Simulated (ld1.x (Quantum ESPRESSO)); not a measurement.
**hafnium: excitation energies, all-electron against TM semilocal**

ld1.x (Quantum ESPRESSO) 7.5 input, shortened:

```
&input
   title='Hf', zed=72., rel=1, dft='PBE', iswitch=3,
   config='[Xe] 4f14 5d2 6s0 6p0'
 /
 &inputp
   pseudotype=1, tm=.true., lloc=2,
   nlcc=.false.
 /
3
5S  1  0   2.00   0.00  1.80  1.80  0.0
5P  2  1   6.00   0.00  2.00  2.00  0.0
5D  3  2   2.00   0.00  2.55  2.55  0.0
 &test
   configts(1)='5s2 5p6 5d2 6s0 6p0'
 /
```

Energies are relative to the spin-unpolarised reference configuration 5s2 5p6 5d2 6s0 6p0; without spin polarisation the order of configurations can differ from experiment.

```
valence configuration  charge  ΔE all-electron (eV)  error AE − PS (meV)
  5s2 5p6 5d2 6s2 6p0       0               -22.156                +2726
  5s2 5p6 5d2 6s1 6p0      +1               -14.180                +1690
  5s2 5p5 5d2 6s2 6p0      +1                18.865                +4311
  5s2 5p6 5d1 6s2 6p0      +1               -15.658                +3682
  5s2 5p6 5d3 6s0 6p0      +1               -12.167                 +2.3
  5s2 5p6 5d2 6s1 6p1       0               -18.330                +1605
```

(1) What are ΔE and the potential's error for 5s2 5p6 5d1 6s0 6p0?

Levels in the configuration 5s2 5p6 5d2 6s1 6p1:

| level | all-electron (eV) | pseudo (eV) |
| --- | --- | --- |
| 5s | -68.488 | -67.474 |
| 5p | -37.041 | -36.171 |
| 5d | -3.878 | -3.409 |
| 6s | -6.001 | -7.165 |
| 6p | -2.062 | -1.992 |

Answers

(1) ΔE = 21.794 eV all-electron; the error (AE − PS) is -5.1 meV.

These tests converged, but a pseudo level misses the all-electron one widely, so the file describes the atom poorly there or has found another state: 5s2 5p6 5d1 6s0 6p0: empty 6s by 2.9 eV.
